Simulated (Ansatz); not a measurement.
```xyz
3

C     0.0291    0.0507   -0.5949
F     0.0412    0.9526    0.2305
F     0.0079   -1.0719    0.2178
```

Basis set: STO-3G (spherical functions). Frozen core: 3 orbitals. Charge 0, multiplicity 1.

Computed with Ansatz (development build ahead of 0.2.0); each method stands on the lowest determinant of its kind that the runs found. Restricted open shells among the atoms or ions are ROHF, correlated in semicanonical orbitals with singles.

The atomization energy at this shape (free ground-state atoms in the same class of orbitals less the molecule, no zero-point energy) of singlet CF2:

```csv
method,atomization energy
RHF,5.82 eV
```

(1) What does RHF-MP2 give?

## Answers

(1) 7.99 eV. Caution: the shape is not the minimum.

This basis has no polarisation functions and is too small for such energies, which can lie far from measured ones in either direction.
